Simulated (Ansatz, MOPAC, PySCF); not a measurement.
The molecule YCl, closed-shell singlet (lowest of 2S+1 = 1, 3, 5 at CCSD(T)/def2-TZVPP on PBE0 minima; our sources give no spin for the ground state, which may be another). No spin–orbit coupling.

Constants: fifth-degree fit in 1/R to seven points, most abundant isotopes. Runs in def2 and cc sets follow the lowest solution found near the PBE0 minimum. The singlet is held restricted. HF and MP2 rows in def2 and cc sets belong to the determinant that coupled cluster picked by its CCSD energy.

Run with Ansatz (a first-principles code) with Gaussian orbitals; MOPAC for PM6 (differences of heats of formation); PySCF for 3-21G rows, LANL2DZ rows. Values without a source in brackets are computed. In def2 rows elements past Kr take small-core potentials, without spin–orbit coupling.

```
level                                r_e (Å)  ω_e (cm⁻¹)  ω_e x_e (cm⁻¹)  α_e (cm⁻¹)  dipole (D)
-----------------------------------  -------  ----------  --------------  ----------  ----------
PM6                                    2.327         387            0.53     0.00023           -
HF/3-21G                               2.494         348            0.91     0.00043        4.53
HF/def2-TZVPP                          2.446         360             1.1     0.00047           -
HF/def2-QZVPP                          2.444         361             1.1     0.00046           -
SVWN5/def2-TZVPP                       2.346         396             1.2     0.00051        2.21
PBE/def2-TZVPP                         2.379         377             1.2     0.00050        2.25
BP86/LANL2DZ                           2.415         381             1.2     0.00049        2.96
r2SCAN/def2-TZVPP                      2.382         382             1.2     0.00049        2.41
B97M-V/def2-TZVPP                      2.389         380             1.1     0.00048        2.38
B3LYP/LANL2DZ                          2.426         378             1.2     0.00048        3.46
B3LYP/def2-TZVPP                       2.398         372             1.1     0.00049        2.64
PBE0/def2-TZVPP                        2.377         382             1.2     0.00049        2.44
BHLYP/def2-TZVPP                       2.400         375             1.1     0.00048        2.82
CAM-B3LYP/def2-TZVPP                   2.394         377             1.1     0.00049        2.76
wB97X-V/def2-TZVPP                     2.394         378             1.1     0.00048        2.69
wB97M-V/def2-TZVPP                     2.397         375             1.1     0.00049        2.78
B2PLYP/def2-TZVPP                      2.397         376             1.1     0.00049           -
MP2/def2-TZVPP                         2.395         379             1.1     0.00048           -
MP2/def2-QZVPP                         2.384         383             1.1     0.00046           -
MP2/CBS(def2-TZVPP, def2-QZVPP)        2.378         386             1.1     0.00046           -
SCS-MP2/def2-TZVPP                     2.409         374             1.1     0.00048           -
SCS-MP2/def2-QZVPP                     2.399         378             1.1     0.00046           -
CCSD/def2-TZVPP                        2.415         372             1.1     0.00047           -
CCSD/def2-QZVPP                        2.404         377             1.1     0.00046           -
CCSD(T)/def2-TZVPP                     2.411         374             1.1     0.00047           -
CCSD(T)/def2-QZVPP                     2.400         379             1.1     0.00046           -
CCSD(T)/CBS(def2-TZVPP, def2-QZVPP)    2.393         382             1.1     0.00045           -
```

Correlated levels freeze the inner cores; with def2 sets outer-core shells near the valence are correlated too. CBS(a, b) extrapolates the correlation energy as X⁻³ and adds the Hartree–Fock energy of set b. Rows in 3-21G, LANL2DZ carry no dispersion term and start afresh at each structure; the Pople sets are all-electron and without relativity. LANL2DZ brings its own core potentials from Na on. The state that PM6 reach isn't checked.

Doubts at one or more of the structures used: a restricted determinant that unrestricted orbitals would lower (HF/def2-TZVPP, HF/def2-QZVPP, B2PLYP/def2-TZVPP, MP2/def2-TZVPP, MP2/def2-QZVPP, MP2/CBS(def2-TZVPP, def2-QZVPP), SCS-MP2/def2-TZVPP, SCS-MP2/def2-QZVPP, CCSD/def2-TZVPP, CCSD/def2-QZVPP, CCSD(T)/def2-TZVPP, CCSD(T)/def2-QZVPP, CCSD(T)/CBS(def2-TZVPP, def2-QZVPP)).
